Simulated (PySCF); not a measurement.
SMILES C[SiH](C)[O][Al]([OH])[OH] (GFN2-xTB optimised geometry):

```
16

Si    -0.264    -0.662     0.000
C      1.637    -0.662     0.000
C     -0.947     1.111     0.000
O     -0.796    -1.442     1.330
Al    -1.209    -2.003     2.851
O     -2.044    -3.422     3.057
O     -0.753    -1.086     4.148
H     -0.803    -1.450    -1.122
H      2.032    -0.119     0.854
H      2.031    -0.199    -0.899
H      2.029    -1.674     0.049
H     -0.581     1.674     0.855
H     -2.032     1.112     0.050
H     -0.657     1.647    -0.899
H     -2.402    -4.106     2.508
H     -0.816    -1.097     5.093
```

Level of theory: B3LYP/def2-TZVP in PySCF.

Q: What are the frontier orbital energies and the dipole moment?

A: HOMO-2 -8.74 eV, HOMO-1 -7.87 eV, HOMO -7.81 eV, LUMO -0.59 eV, LUMO+1 0.84 eV; dipole moment 0.67 D.

Meta-Löwdin charges at B3LYP/def2-TZVP: Si1 1.06, C2 -0.61, C3 -0.61, O4 -0.86, Al5 1.31, O6 -0.80, O7 -0.79, H8 -0.15, H9 0.12, H10 0.12, H11 0.12, H12 0.12, H13 0.12, H14 0.12, H15 0.36, H16 0.36.
